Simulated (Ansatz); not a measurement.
Start from `C#[C][GeH2][GaH][NH2]` and change one atom or group to get `C#[C][GeH2][F]`.

Ansatz, PBE0-D4/def2-TZVP geometries, multiplicity 1. Each molecule was computed in one conformer, which needn't be the lowest.

Scalar relativity is left out up to krypton.

```json
{"property": "size of the dipole moment (B3LYP/def2-TZVPP) / D", "`C#[C][GeH2][GaH][NH2]`": "1.56"}
{"property": "LUMO energy (B3LYP/def2-TZVPP) / eV", "`C#[C][GeH2][GaH][NH2]`": "-1.43"}
{"property": "LUMO energy (PBE0/def2-TZVPP) / eV", "`C#[C][GeH2][GaH][NH2]`": "-1.20"}
{"property": "size of the dipole moment (ωB97M-V/def2-TZVPP) / D", "`C#[C][GeH2][GaH][NH2]`": "1.47"}
{"property": "HOMO energy (PBE/def2-TZVPP) / eV", "`C#[C][GeH2][GaH][NH2]`": "-6.24"}
{"property": "HOMO–LUMO gap (ωB97M-V/def2-TZVPP) / eV", "`C#[C][GeH2][GaH][NH2]`": "9.91"}
```

Question: What does the change do to each property? (Estimate.)

Answer: Computed: 
```csv
property,`C#[C][GeH2][F]`,shift
size of the dipole moment (B3LYP/def2-TZVPP) / D,2.26,0.70
LUMO energy (B3LYP/def2-TZVPP) / eV,-1.05,0.38
LUMO energy (PBE0/def2-TZVPP) / eV,-0.82,0.38
size of the dipole moment (ωB97M-V/def2-TZVPP) / D,2.26,0.79
HOMO energy (PBE/def2-TZVPP) / eV,-7.33,-1.09
HOMO–LUMO gap (ωB97M-V/def2-TZVPP) / eV,11.98,2.07
```

With PBE0 the HOMO falls by 1.23 eV and the LUMO rises by 0.38 eV, so the gap widens by about 1.61 eV. PBE moves the HOMO by -1.09 eV and ωB97M-V by -1.43 eV. Dipoles are sizes alone; their direction can turn.

B3LYP here is the variant with VWN-RPA as its local correlation; programs differ in this.
